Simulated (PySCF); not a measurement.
**Working out the ionisation energy of Cu²⁺**

Cu²⁺ [Ar] 3d9 (2D) → Cu³⁺ [Ar] 3d8 (3F). All numbers are calculated (PySCF 2.14, the spin-free X2C one-electron Hamiltonian (Gaussian nucleus), in x2c-TZVPPall). Frozen: [Ne]. Energies in hartree (1 hartree = 27.21139 eV):

```json
{"part": "UHF", "Cu²⁺ (lower)": "-1652.258879", "Cu³⁺ (upper)": "-1651.009261"}
{"part": "MP2 opposite-spin", "Cu²⁺ (lower)": "-0.435344", "Cu³⁺ (upper)": "-0.360727"}
{"part": "MP2 same-spin", "Cu²⁺ (lower)": "-0.213458", "Cu³⁺ (upper)": "-0.169213"}
```

Problem. What does Hartree-Fock give?

Solution. (-1651.009261) − (-1652.258879) = 1.249618 hartree = 34.004 eV.

Problem. What do MP2 and SCS-MP2 (6/5 opposite-spin, 1/3 same-spin) give?

Solution. The opposite-spin parts differ by 2.030 eV and the same-spin parts by 1.204 eV. MP2: 34.004 + (2.030) + (1.204) = 37.238 eV. SCS-MP2: 34.004 + 1.2 × (2.030) + (1.204)/3 = 36.841 eV.

A first-order spin-orbit estimate adds -0.066 eV to MP2 (valence and next inner shell), giving 37.172 eV against 36.841 ± 0.012 eV (measured; NIST Atomic Spectra Database, ionization energies).

What remains against the reference includes basis incompleteness, the frozen core and correlation beyond second order.
